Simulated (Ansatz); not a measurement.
The cluster CuI2⁺. The state is a triplet with charge 1. Geometry PBE-D4/def2-TZVP, that of the neutral doublet; atoms count from 1.

```xyz
3

Cu   -0.0004    0.0003   -0.0001
I     0.8550    0.4367   -2.2033
I    -0.8546   -0.4370    2.2034
```

In the def2 sets I takes a core potential; there is no spin–orbit coupling. The structure comes from a short search, and lower isomers may exist.

(1) Estimate the Mulliken populations from the PBE0/def2-TZVP orbitals of Ansatz.

(2) Where does the spin sit?

(3) And the Mayer bond orders between bonded heavy atoms (over 0.3)?

## Answers

(1) 
| atom | charge (e) | spin (α − β) | d electrons |
| --- | --- | --- | --- |
| Cu1 | 0.16 | 0.14 | 9.78 |
| I2 | 0.42 | 0.93 | – |
| I3 | 0.42 | 0.93 | – |
Mulliken values and Mayer orders depend strongly on the basis.

(2) Summed by element: Cu 0.14, I 1.86, of 2 unpaired in all. Largest on single atoms: I2 0.93, I3 0.93, Cu1 0.14.

(3) Cu1–I2 1.02 (2.40 Å); Cu1–I3 1.02 (2.40 Å).
